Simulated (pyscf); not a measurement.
Hydrogen shift: `[SiH2][SiH3]` [doublet] -> `[SiH2][SiH3]` [doublet]

Gas phase, doublet surface, charge 0. Bonds broken: Si2–H5. Bonds formed: Si1–H5. Single points on ωB97X-D3(BJ)/def2-SVP structures (PySCF, gas phase). MP2 and CC: frozen core, UHF for open shells. ΔMP2 is the change of the MP2 total energy from the triple- to the quadruple-zeta basis.

Transition state (Å):

```xyz
7

Si    -1.8484    -0.7064    -0.8504
Si    -0.4806     1.1589    -0.4896
H     -2.5228    -1.2557     0.3684
H     -1.1670    -1.8118    -1.5943
H     -0.4370    -0.4557     0.0842
H     -0.5115     1.6581     0.9211
H      0.9393     1.0062    -0.9408
```

One imaginary mode, 501i cm⁻¹; descent along it reached the two sides named.

| bond | change | reactant side (Å) | saddle | product side |
|---|---|---|---|---|
| Si2–H5 | breaks | 1.495 | 1.714 | 3.2 |
| Si1–H5 | forms | 3.2 | 1.711 | 1.495 |

Electronic energies relative to the reactant's lowest minimum found (kJ/mol):

```json
[
 {"level": "ωB97X-D3(BJ)/def2-TZVP", "barrier": "135.0", "reaction energy": "0.0", "reverse barrier": "135.0"},
 {"level": "PBE/def2-TZVP", "barrier": "100.4", "reaction energy": "0.0", "reverse barrier": "100.4"},
 {"level": "r²SCAN/def2-TZVP", "barrier": "112.8", "reaction energy": "0.0", "reverse barrier": "112.8"},
 {"level": "B3LYP-D3(BJ)/def2-TZVP", "barrier": "120.9", "reaction energy": "0.0", "reverse barrier": "120.9"},
 {"level": "PBE0-D3(BJ)/def2-TZVP", "barrier": "116.0", "reaction energy": "0.0", "reverse barrier": "116.0"},
 {"level": "M06-2X/def2-TZVP", "barrier": "124.2", "reaction energy": "0.0", "reverse barrier": "124.2"},
 {"level": "ωB97M-D3(BJ)/def2-TZVP", "barrier": "121.7", "reaction energy": "0.0", "reverse barrier": "121.7"},
 {"level": "HF/def2-TZVP", "barrier": "169.7", "reaction energy": "0.0", "reverse barrier": "169.7"},
 {"level": "MP2/def2-QZVPP", "barrier": "141.9", "reaction energy": "0.0", "reverse barrier": "141.9"},
 {"level": "CCSD/def2-TZVPP", "barrier": "135.9", "reaction energy": "0.0", "reverse barrier": "135.9"},
 {"level": "CCSD(T)/def2-TZVPP", "barrier": "129.0", "reaction energy": "0.0", "reverse barrier": "129.0"},
 {"level": "CCSD(T)/def2-TZVPP + ΔMP2(QZVPP)", "barrier": "128.9", "reaction energy": "0.0", "reverse barrier": "128.9"}
]
```

With CCSD(T)/def2-TZVPP + ΔMP2(QZVPP) energies and thermal terms (ideal gas, 1 atm, RRHO with modes under 100 cm⁻¹ raised to 100, one conformer, R ln 2 for rigid chiral ones), in kJ/mol:

| T (K) | ΔH‡ | ΔG‡ | ΔH | ΔG |
|---|---|---|---|---|
| 298 | 119.7 | 121.9 | 0.0 | 0.0 |
| 600 | 118.0 | 124.7 | 0.0 | 0.0 |
| 900 | 116.4 | 128.5 | 0.0 | 0.0 |
| 1200 | 114.8 | 132.7 | 0.0 | 0.0 |

One saddle was located; it need not be the lowest between these sides. The CCSD(T) − MP2 part came from Ansatz, without density fitting, on the same reference. A UHF reference is spin-contaminated (<S²> up to 0.87), which harms MP2 most.
